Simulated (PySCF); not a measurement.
C₃H₆BN₃, SMILES CNB1N=CC=N1. Atoms are numbered in the order given.

```xyz
13

C     -0.3144     2.6010     0.0000
N      0.5949     1.4725     0.0000
B      0.2459     0.1338     0.0000
N     -1.1661    -0.3780     0.0000
C     -0.9925    -1.6444     0.0000
C      0.4909    -2.0193     0.0000
N      1.2450    -0.9871     0.0000
H     -0.1697     3.2350     0.8916
H     -0.1697     3.2350    -0.8916
H     -1.3458     2.2254     0.0000
H      1.5859     1.6993     0.0000
H     -1.8125    -2.3814     0.0000
H      0.8620    -3.0574     0.0000
```
Charge 0, spin multiplicity 1.

The structure is a stationary point at B3LYP-D3(BJ)/def2-SVP. This is a generated structure with no PubChem entry under its InChIKey; it may be hypothetical. One conformer was computed; it need not be the lowest.

Two levels are set side by side: PBE/pcSseg-1 (PySCF) and B3LYP/pcSseg-1 (PySCF). GIAO shifts against BF3 (¹¹B), NH3 (¹⁵N), TMS (¹H), TMS (¹³C) at the same level; non-relativistic, no solvent, atoms listed together averaged. Differences are taken from unrounded values.

```json
[
 {"quantity": "δ(¹³C) of C1 (ppm)", "B3LYP": "35.3"},
 {"quantity": "δ(¹⁵N) of N2 (ppm)", "B3LYP": "126.0"},
 {"quantity": "δ(¹¹B) of B3 (ppm)", "B3LYP": "24.5"},
 {"quantity": "δ(¹³C) of C5, C6 (ppm)", "B3LYP": "182.8"},
 {"quantity": "δ(¹H) of H11 (ppm)", "B3LYP": "4.80"},
 {"quantity": "δ(¹H) of H12, H13 (ppm)", "B3LYP": "8.35"}
]
```

Problem. What does PBE give, and how far is it from B3LYP? (An estimate is asked for; the answer gives what the named calculation found.)

Solution. 
```tsv
quantity	PBE	PBE minus B3LYP
δ(¹³C) of C1 (ppm)	36.2	0.9
δ(¹⁵N) of N2 (ppm)	136.4	10.4
δ(¹¹B) of B3 (ppm)	22.8	-1.7
δ(¹³C) of C5, C6 (ppm)	179.7	-3.1
δ(¹H) of H11 (ppm)	5.12	0.32
δ(¹H) of H12, H13 (ppm)	8.40	0.05
```

Rough cost on one machine, each run with all the roots and properties that it gave: B3LYP against PBE within a factor of 2.
